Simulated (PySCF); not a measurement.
CaCl$_{2}$ (SMILES [Cl][Ca][Cl]), singlet, at a GFN2-xTB geometry (such geometries of metal compounds can be far from the true shape). Base run: PBE0/3-21G run with PySCF.

Geometry (Å):
```xyz
3

Ca     0.2083    -0.7725    -0.0023
Cl     1.2722     0.8347    -1.3652
Cl    -1.5173     0.0741     1.3680
```
Charge 0, spin multiplicity 1.
All else is at PySCF's defaults.

The base run was repeated with changes; each row names its change, and settings that it needs were set with it.

```tsv
change	E (Eh)	HOMO (eV)	HOMO-LUMO gap (eV)	dipole (D)	core-seconds (rough)
base	-1589.81601	-7.89	4.82	9.58	3
functional = pbe	-1589.66816	-6.56	2.94	8.91	3
functional = m06l	?	?	?	?	4
functional = blyp; dispersion = d3bjm	-1590.26948	-6.37	2.75	8.65	3
functional = scan	-1590.40242	-6.87	3.66	9.58	4
functional = tpss	-1590.33437	-6.64	3.23	9.26	4
functional = b3lyp; dispersion = d3bjm	-1590.34570	-7.59	4.24	9.24	3
functional = hse06	?	?	?	?	5
functional = b3lyp; dispersion = d3zero	-1590.33713	-7.59	4.24	9.24	3
functional = b97m_v	-1589.84042	-6.92	3.35	9.40	80
functional = m06	-1590.28044	-7.70	4.93	9.79	4
functional = wb97m_v	?	?	?	?	90
functional = lda,vwn	?	?	?	?	2
```

**Question.** Fill in the missing entries.

**Answer.** 
- functional = m06l, E (Eh): -1590.28358
- functional = m06l, HOMO (eV): -6.65
- functional = m06l, HOMO-LUMO gap (eV): 4.39
- functional = m06l, dipole (D): 10.31
- functional = hse06, E (Eh): -1589.87364
- functional = hse06, HOMO (eV): -7.48
- functional = hse06, HOMO-LUMO gap (eV): 4.07
- functional = hse06, dipole (D): 9.54
- functional = wb97m_v, E (Eh): -1590.23784
- functional = wb97m_v, HOMO (eV): -10.09
- functional = wb97m_v, HOMO-LUMO gap (eV): 8.23
- functional = wb97m_v, dipole (D): 9.71
- functional = lda,vwn, E (Eh): -1585.48634
- functional = lda,vwn, HOMO (eV): -6.69
- functional = lda,vwn, HOMO-LUMO gap (eV): 2.93
- functional = lda,vwn, dipole (D): 8.77

Total energies compare only within one method and basis.
